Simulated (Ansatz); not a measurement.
Input file for Ansatz (a quantum-chemistry and plane-wave program): R-PBE0/def2-TZVPPD on CH5ClO (a complex), monomers drawn apart or pushed together. Files ending in .json are basis or fitting sets from the Basis Set Exchange.

Ansatz 0.2 input:
```yaml
crystal:
  periodic: [false, false, false]
  atoms:
    - {symbol: Cl, position_ang: [0.66261912, -0.26535882, 0.25137751]}
    - {symbol: H, position_ang: [-0.00026337, -0.38571534, 1.37779825]}
    - {symbol: C, position_ang: [0.22164357, 0.12433417, 3.75836489]}
    - {symbol: O, position_ang: [-0.70713644, -0.40599644, 2.80657950]}
    - {symbol: H, position_ang: [0.49087253, 1.15733196, 3.52433598]}
    - {symbol: H, position_ang: [1.11401871, -0.49449243, 3.69702229]}
    - {symbol: H, position_ang: [-0.18179213, 0.06834770, 4.77189643]}
    - {symbol: H, position_ang: [-1.51212298, 0.12323676, 2.81720922]}
basis:
  gaussian:
    orbitals: def2-TZVPPD.json
hamiltonian:
  xc: {name: PBE0}
scf: {lower_state_search: off}
```

It printed:

```
WARN ansatz: RAYON_NUM_THREADS=1 ignored (pool sized by the plan → 1); use --threads N
Functional definition: PBE0
these checks for a lower state are left out or cut short: stability, starts, cluster_reference, orbital_swaps, neighbouring_geometries, increment
integrals: 0.11 GiB planned
987 factors; their error is unknown
mean field: 1.02 GiB planned
mean field evaluation 1: about -15678.4050 eV, gradient 4.6e1 eV
mean field evaluation 2: about -15675.8612 eV, gradient 6.0e1 eV
mean field evaluation 4: about -15682.3619 eV, gradient 2.0e0 eV
mean field evaluation 8: about -15682.3703 eV, gradient 2.2e-2 eV
mean field evaluation 16: about -15682.3991 eV, gradient 2.4e-5 eV
mean field -15682.39911532 eV, -576.3175375761 hartree, gradient 3.0e-6 eV, S^2 0.000000; 0 other end points of the search recorded, 0 dependent functions left out
reference -15682.39915983 eV, -576.3175392119 hartree; 18, 18 occupied and 195, 195 virtual orbitals, 987 factors
Total energy: -15682.39915983 eV, -576.3175392119 hartree
Checks for a lower state left out: stability, starts, cluster_reference, orbital_swaps, neighbouring_geometries, increment
```

Self-consistency was reached.

Cost: about 1.9 core-seconds (a rough figure).
